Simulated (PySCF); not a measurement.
This PySCF input asks for the NMR shieldings of `F[P+]([BH3-])(F)F`, BF3H3P; the geometry comes from PBE0-D3(BJ)/def2-TZVP.

```python
import basis_set_exchange as bse
import numpy as np
from pyscf import gto, dft
from pyscf.prop import nmr

atoms = """
B     1.084697   -0.119069    0.043740
P    -0.738503    0.078429   -0.042170
F    -1.508756   -0.791087   -1.056698
F    -1.291174    1.472146   -0.403592
F    -1.550964   -0.212800    1.235820
H     1.218097   -1.280292    0.345700
H     1.399311    0.672161    0.899775
H     1.441656    0.161143   -1.074808
"""
names = dict.fromkeys(["B", "P", "F", "H"], "pcSseg-2")
basis = {el: gto.basis.parse(bse.get_basis(n, elements=[el], fmt="nwchem")) for el, n in names.items()}
mol = gto.M(atom=atoms, basis=basis, charge=0, verbose=0)
mf = dft.RKS(mol, xc="PBE0")
mf.grids.level = 2
mf.grids.alignment = dft.numint.BLKSIZE   # the property module wants whole blocks of grid points
mf.conv_tol = 1e-9
mf.kernel()

calc = nmr.RKS(mf)   # GIAO
C = mf.mo_coeff
Co = C[:, mf.mo_occ > 0]
resp = mf.gen_response(singlet=True, hermi=2)
def vind(x):   # induced exchange potential for any number of trial vectors
    d = np.einsum("pi,xij,qj->xpq", C, 2 * x.reshape(-1, C.shape[1], Co.shape[1]), Co, optimize=True)
    return np.einsum("xpq,pi,qj->xij", resp(d - d.transpose(0, 2, 1)), C, Co, optimize=True).ravel()
mo1, _ = nmr.rhf.solve_mo1(calc, with_cphf=vind)
sigma = calc.kernel(mo1)
for i, s in enumerate(sigma):   # ppm
    w = np.linalg.eigvalsh((s + s.T) / 2)
    print("%2d %-2s iso %8.1f  s11 %8.1f  s22 %8.1f  s33 %8.1f" % (i, mol.atom_pure_symbol(i), w.mean(), *w))
```

Question: What does it print?

Answer: 
```
 0 B  iso    156.3  s11    154.0  s22    154.1  s33    160.9
 1 P  iso    189.1  s11     86.3  s22     86.5  s33    394.6
 2 F  iso    232.2  s11    136.9  s22    209.5  s33    350.2
 3 F  iso    232.1  s11    136.9  s22    209.4  s33    350.1
 4 F  iso    232.3  s11    137.2  s22    209.4  s33    350.1
 5 H  iso     30.5  s11     27.4  s22     29.2  s33     34.9
 6 H  iso     30.5  s11     27.4  s22     29.2  s33     34.9
 7 H  iso     30.5  s11     27.4  s22     29.2  s33     34.9
```

These numbers come from an equivalent density-fitted implementation of the same equations, which agrees with the script to about 0.01 ppm for H and up to a few tenths of a ppm for heavy atoms, so last digits may differ.

Question: Turn these shieldings into chemical shifts. Referencing at the same level of theory: BF3·OEt2 for ¹¹B (σ = 98.70 ppm); ³¹P (σ = 310.75 ppm) vs H3PO4; ¹⁹F (σ = 174.31 ppm) against CFCl3; ¹H (σ = 31.52 ppm) against TMS.

Answer: Averaging equivalent atoms: B 0: -57.6; P 1: 121.6; F 2/3/4: -57.9; H 5/6/7: 1.03 ppm. Unscaled 19F shifts against computed CFCl3 carry errors that often reach 10 to 50 ppm. Experimental scales use liquid or dissolved standards, which lie at an offset from isolated H3PO4.

Size and cost of the density-fitted run: 229 basis functions; peak memory 1.3 GiB.
